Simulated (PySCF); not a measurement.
PySCF input file for methyl 2-iodoprop-2-enoate (C4H5IO2), SMILES C=C(I)C(=O)OC, TDA-LC-ωPBE/def2-SVPD. Geometry optimised at B3LYP-D3(BJ)/def2-SVP. The def2 effective core potentials stand for the cores of I; spin–orbit coupling is left out. One conformer was computed; it need not be the lowest.

```python
import numpy as np
from pyscf import gto, scf, dft, tdscf

mol = gto.M(
    atom='''
    C     2.33467478    0.09506881   -0.00000000
    C     1.00868716    0.26381757   -0.00000000
    I    -0.30795087   -1.40365976    0.00000000
    C     0.43873128    1.65270984    0.00000000
    O     1.13014349    2.64402632    0.00000000
    O    -0.89619449    1.67595161   -0.00000000
    C    -1.50345876    2.96747685   -0.00000000
    H     2.97146392    0.98464032    0.00000000
    H     2.79999508   -0.89148898   -0.00000000
    H    -1.20379720    3.53635017    0.89287521
    H    -1.20379720    3.53635017   -0.89287521
    H    -2.58586748    2.79385388    0.00000000
    ''',
    basis='def2-SVPD',
    ecp={'I': 'def2-svp'},
    charge=0,
    spin=0,
    symmetry=True,
    max_memory=1600,
    verbose=4,
)
mf = dft.RKS(mol, xc='lc_wpbe').density_fit(auxbasis='def2-universal-jkfit')
mf.grids.level = 3
mf.conv_tol = 1e-9
mf.max_cycle = 100
mf.kernel()
mf.grids = dft.Grids(mol).set(level=1).build(with_non0tab=True)  # coarser grid for the response kernel
td = tdscf.TDA(mf)
td.singlet = True
td.nstates = 6
td.conv_tol = 1e-4
td.positive_eig_threshold = 1e-6
td.kernel(x0=td.get_init_guess(mf, 11))
td.analyze()
tt = tdscf.TDA(mf)
tt.singlet = False
tt.nstates = 2
tt.conv_tol = 1e-4
tt.positive_eig_threshold = 1e-6
tt.kernel(x0=tt.get_init_guess(mf, 7))
tt.analyze(verbose=3)
```

Log of the run:

```
PySCF version 2.14.0

[INPUT] verbose = 4
[INPUT] num. atoms = 12
[INPUT] num. electrons = 70
[INPUT] charge = 0
[INPUT] spin (= nelec alpha-beta = 2S) = 0
[INPUT] symmetry True subgroup None
[INPUT] Mole.unit = angstrom
[INPUT] Symbol           X                Y                Z      unit          X                Y                Z       unit  Magmom
[INPUT]  1 C      2.334674780000   0.095068810000   0.000000000000 AA    4.411895924129   0.179654013888   0.000000000000 Bohr   0.0
[INPUT]  2 C      1.008687160000   0.263817570000   0.000000000000 AA    1.906142477765   0.498542954148   0.000000000000 Bohr   0.0
[INPUT]  3 I     -0.307950870000  -1.403659760000   0.000000000000 AA   -0.581942804122  -2.652532518473   0.000000000000 Bohr   0.0
[INPUT]  4 C      0.438731280000   1.652709840000   0.000000000000 AA    0.829081961480   3.123168960974   0.000000000000 Bohr   0.0
[INPUT]  5 O      1.130143490000   2.644026320000   0.000000000000 AA    2.135661677560   4.996485610942   0.000000000000 Bohr   0.0
[INPUT]  6 O     -0.896194490000   1.675951610000   0.000000000000 AA   -1.693562140444   3.167089540924   0.000000000000 Bohr   0.0
[INPUT]  7 C     -1.503458760000   2.967476850000   0.000000000000 AA   -2.841125295978   5.607718527487   0.000000000000 Bohr   0.0
[INPUT]  8 H      2.971463920000   0.984640320000   0.000000000000 AA    5.615252997827   1.860700536004   0.000000000000 Bohr   0.0
[INPUT]  9 H      2.799995080000  -0.891488980000   0.000000000000 AA    5.291223851330  -1.684670015268   0.000000000000 Bohr   0.0
[INPUT] 10 H     -1.203797200000   3.536350170000   0.892875210000 AA   -2.274847017518   6.682733301859   1.687289610314 Bohr   0.0
[INPUT] 11 H     -1.203797200000   3.536350170000  -0.892875210000 AA   -2.274847017518   6.682733301859  -1.687289610314 Bohr   0.0
[INPUT] 12 H     -2.585867480000   2.793853880000   0.000000000000 AA   -4.886581331619   5.279618665253   0.000000000000 Bohr   0.0

nuclear repulsion = 397.263538301331
point group symmetry = Cs
symmetry origin: [-4.43507154e-09  2.69960872e-09  0.00000000e+00]
symmetry axis x: [ 1.00000000e+00 -2.22694977e-09  4.42279079e-20]
symmetry axis y: [-2.22694977e-09 -1.00000000e+00  3.63856159e-19]
symmetry axis z: [8.22273436e-20 3.63856159e-19 1.00000000e+00]
num. orbitals of irrep A' = 138
num. orbitals of irrep A" = 63
number of shells = 83
number of NR pGTOs = 306
number of NR cGTOs = 201
basis = def2-SVPD
ecp = {'I': 'def2-svp'}


******** <class 'pyscf.df.df_jk.DFSymAdaptedRKS'> ********
method = DFSymAdaptedRKS
initial guess = minao
damping factor = 0
level_shift factor = 0
DIIS = <class 'pyscf.scf.diis.CDIIS'>
diis_start_cycle = 1
diis_space = 8
diis_damp = 0
SCF conv_tol = 1e-09
SCF conv_tol_grad = None
SCF max_cycles = 100
direct_scf = False
XC library pyscf.dft.libxc version 7.1.2
    S. Lehtola, C. Steigemann, M. J. T. Oliveira, and M. A. L. Marques,  SoftwareX 7, 1–5 (2018)
XC functionals = lc_wpbe
    O. A. Vydrov and G. E. Scuseria,  J. Chem. Phys. 125, 234109 (2006)
radial grids:
    Treutler-Ahlrichs [JCP 102, 346 (1995); DOI:10.1063/1.469408] (M4) radial grids

becke partition: Becke, JCP 88, 2547 (1988); DOI:10.1063/1.454033
pruning grids: <function nwchem_prune>
grids dens level: 3
symmetrized grids: True
atomic radii adjust function: <function treutler_atomic_radii_adjust>
small_rho_cutoff = 0
Freeze 0 electrons in irreps []
    70 free electrons in irreps A' A"
Set gradient conv threshold to 3.16228e-05
Initial guess from minao.
tot grids = 155640
Create RSH-DF object <pyscf.df.df.DF object> for omega=0.4
******** <class 'pyscf.df.df.DF'> ********
auxbasis = auxmol.basis = def2-universal-jkfit
init E= -572.512856731514
HOMO (A") = -0.605342366914839  LUMO (A') = -0.596537727894386  gap/eV = 0.23959
cycle= 1 E= -601.133208292933  delta_E= -28.6  |g|= 3.19  |ddm|=   18
HOMO (A') = -0.00845756985335555  LUMO (A") = 0.01856323690326  gap/eV = 0.73527
cycle= 2 E= -597.885208177817  delta_E= 3.25  |g|= 3.39  |ddm|=  303
HOMO (A') = -0.201934652349255  LUMO (A') = -0.064970137600465  gap/eV = 3.72699
cycle= 3 E= -602.334914794183  delta_E= -4.45  |g|= 1.57  |ddm|=  304
HOMO (A") = -0.34959756835202  LUMO (A") = -0.0520625933961414  gap/eV = 8.09634
cycle= 4 E= -603.078920250864  delta_E= -0.744  |g|= 0.638  |ddm|= 2.47
HOMO (A") = -0.337950495174459  LUMO (A") = -0.039379099156335  gap/eV = 8.12454
cycle= 5 E= -603.169623049426  delta_E= -0.0907  |g|= 0.319  |ddm|= 1.21
HOMO (A") = -0.344956782672641  LUMO (A") = 0.0197811814168523  gap/eV = 9.92503
cycle= 6 E= -603.1917669874  delta_E= -0.0221  |g|= 0.0583  |ddm|= 0.584
HOMO (A") = -0.358542266062645  LUMO (A") = 0.0142186480711315  gap/eV = 10.14334
cycle= 7 E= -603.19293899383  delta_E= -0.00117  |g|= 0.0263  |ddm|= 0.173
HOMO (A") = -0.360899949693657  LUMO (A") = 0.0162183629066766  gap/eV = 10.26191
cycle= 8 E= -603.193200124897  delta_E= -0.000261  |g|= 0.0117  |ddm|= 0.0728
HOMO (A") = -0.360615831959422  LUMO (A") = 0.017089795577153  gap/eV = 10.27789
cycle= 9 E= -603.19325967  delta_E= -5.95e-05  |g|= 0.00243  |ddm|= 0.0441
HOMO (A") = -0.360740055484426  LUMO (A") = 0.0171667178293839  gap/eV = 10.28337
cycle= 10 E= -603.19326417325  delta_E= -4.5e-06  |g|= 0.00104  |ddm|= 0.014
HOMO (A") = -0.360739225525514  LUMO (A") = 0.0171401749869098  gap/eV = 10.28262
cycle= 11 E= -603.193264665658  delta_E= -4.92e-07  |g|= 0.000397  |ddm|= 0.00367
HOMO (A") = -0.3607339163975  LUMO (A") = 0.0171631368452605  gap/eV = 10.28310
cycle= 12 E= -603.193264749125  delta_E= -8.35e-08  |g|= 0.000148  |ddm|= 0.00186
HOMO (A") = -0.360738067476613  LUMO (A") = 0.0171788290752684  gap/eV = 10.28364
cycle= 13 E= -603.193264759446  delta_E= -1.03e-08  |g|= 7.22e-05  |ddm|= 0.000478
HOMO (A") = -0.360740421699868  LUMO (A") = 0.0171743369611628  gap/eV = 10.28358
cycle= 14 E= -603.193264761398  delta_E= -1.95e-09  |g|= 1.73e-05  |ddm|= 0.000192
HOMO (A") = -0.360740631671312  LUMO (A") = 0.0171749765016722  gap/eV = 10.28361
cycle= 15 E= -603.193264761714  delta_E= -3.15e-10  |g|= 7.99e-06  |ddm|= 9.67e-05
HOMO (A") = -0.360740534027112  LUMO (A") = 0.0171748487581418  gap/eV = 10.28360
Extra cycle  E= -603.193264761755  delta_E= -4.16e-11  |g|= 7.44e-06  |ddm|= 3.01e-05
converged SCF energy = -603.193264761755
tot grids = 51472
Overwritten attributes  positive_eig_threshold  of <class 'pyscf.tdscf.rks.TDA'>


******** <class 'pyscf.tdscf.rks.TDA'> for <class 'pyscf.df.df_jk.DFSymAdaptedRKS'> ********
nstates = 6 singlet
deg_eia_thresh = 1.000e-03
wfnsym = None
conv_tol = 0.0001
eigh lindep = 1e-12
eigh level_shift = 0
eigh max_cycle = 100


Excitation energies (eV)
[4.90312397 5.16535211 5.17259448 5.83798002 6.07976529 7.34762694]

** Singlet excitation energies and oscillator strengths **
Excited State   1:   A"      4.90312 eV    252.87 nm  f=0.0002
      35 -> 37       -0.64588
      35 -> 40        0.24086
Excited State   2:   A'      5.16535 eV    240.03 nm  f=0.0002
      33 -> 37        0.12462
      34 -> 37        0.64114
      34 -> 40       -0.22835
Excited State   3:   A"      5.17259 eV    239.69 nm  f=0.0000
      33 -> 36       -0.49344
      33 -> 45        0.17538
      34 -> 36        0.43960
Excited State   4:   A'      5.83798 eV    212.38 nm  f=0.1223
      35 -> 36        0.69390
Excited State   5:   A"      6.07977 eV    203.93 nm  f=0.0009
      33 -> 36        0.42883
      34 -> 36        0.53335
      34 -> 45        0.12474
Excited State   6:   A"      7.34763 eV    168.74 nm  f=0.0054
      29 -> 36       -0.13084
      30 -> 36       -0.46388
      31 -> 37       -0.37634
      31 -> 40        0.12917
      33 -> 45       -0.10193
      35 -> 39       -0.19110

** Transition electric dipole moments (AU) **
state          X           Y           Z        Dip. S.      Osc.
  1         0.0000     -0.0000      0.0447      0.0020      0.0002
  2        -0.0433      0.0058     -0.0000      0.0019      0.0002
  3         0.0000      0.0000      0.0179      0.0003      0.0000
  4        -0.9228     -0.0563     -0.0000      0.8548      0.1223
  5         0.0000     -0.0000      0.0777      0.0060      0.0009
  6        -0.0000     -0.0000     -0.1735      0.0301      0.0054

WARN: ECP detected. Skipping calculation of transition velocity and magnetic dipole moments, which have not yet been implemented.



******** <class 'pyscf.tdscf.rks.TDA'> for <class 'pyscf.df.df_jk.DFSymAdaptedRKS'> ********
nstates = 2 triplet
deg_eia_thresh = 1.000e-03
wfnsym = None
conv_tol = 0.0001
eigh lindep = 1e-12
eigh level_shift = 0
eigh max_cycle = 100


Excitation energies (eV)
[3.49056233 4.19297619]

** Triplet excitation energies and oscillator strengths **
Excited State   1:   A'      3.49056 eV    355.20 nm  f=0.0000
Excited State   2:   A"      4.19298 eV    295.69 nm  f=0.0000
```

The calculation finished and met its thresholds.
